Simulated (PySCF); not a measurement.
## Working out the ionisation energy of Au

Au [Xe] 4f14 5d10 6s1 (2S) → Au⁺ [Xe] 4f14 5d10 (1S). Calculation: PySCF 2.14, in def2-QZVPPD with the def2 core potential (60 electrons); a scalar-relativistic core potential. Frozen: nothing. Energies in hartree (1 hartree = 27.21139 eV):

```csv
part,Au (lower),Au⁺ (upper)
UHF,-134.789917,-134.507463
MP2 opposite-spin,-0.444590,-0.408832
MP2 same-spin,-0.214435,-0.190013
```

What does Hartree-Fock give?

(-134.507463) − (-134.789917) = 0.282454 hartree = 7.686 eV.

What do MP2 and SCS-MP2 (6/5 opposite-spin, 1/3 same-spin) give?

The opposite-spin parts differ by 0.973 eV and the same-spin parts by 0.665 eV. MP2: 7.686 + (0.973) + (0.665) = 9.324 eV. SCS-MP2: 7.686 + 1.2 × (0.973) + (0.665)/3 = 9.075 eV.

Measured between the centres of the two terms (NIST): 9.226 eV, so MP2 (valence and next inner shell) is off by 0.098 eV.

What remains against the reference includes basis incompleteness and correlation beyond second order.
